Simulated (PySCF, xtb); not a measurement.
Te(Cl)4 cation (Cl₄Te), SMILES Cl[Te](Cl)(Cl)Cl (connectivity only; charge and spin as stated), charge +1, multiplicity 2.

Coordinates come from a PBE-D3(BJ)/def2-SVP optimisation. The multiplicity is an assumed one; no other spin state was optimised. The isomer is the one that the SMILES or the coordinates give; other isomers of the formula were not compared. The def2 effective core potentials stand for the cores of Te; spin–orbit coupling is left out.

Method: IEF-PCM-ωB97X/def2-SVP (PySCF).

The values are the electrostatic part of the solvation free energy, E(continuum) − E(gas) at the gas-phase geometry, in a cavity of scaled van der Waals radii (PySCF's table); cavitation and dispersion terms are not included.

```tsv
solvent	ε	ΔG(elec) (kcal/mol)
water	78.36	-56.9
chloroform	4.71	-44.5
tetrahydrofuran	7.43	-49.2
```

For comparison, GFN2-xTB/ALPB(water) (xtb, at the GFN2-xTB geometry, all terms of that model) gives -46.3 kcal/mol.
